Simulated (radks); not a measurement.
Initial-state core-level shifts of the argon ion Ar3+ when its valence configuration changes from [Ne] 3s2 3p3. Method: Dirac Kohn-Sham, PBEsol, spin-unpolarised, spherical densities, point nucleus; open shells are shared between the two j in proportion to 2j + 1; computed with a radial shooting solver on a logarithmic mesh with Libxc functionals. Shifts are changes of the shell-averaged eigenvalues in eV (positive: less bound).

valence          1s      2s      2p
3s1 3p4      -0.961  -1.031  -0.996
3p5          -1.888  -2.037  -1.965
3s1.5 3p3.5  -0.485  -0.519  -0.502
3s0.5 3p4.5  -1.429  -1.537  -1.484
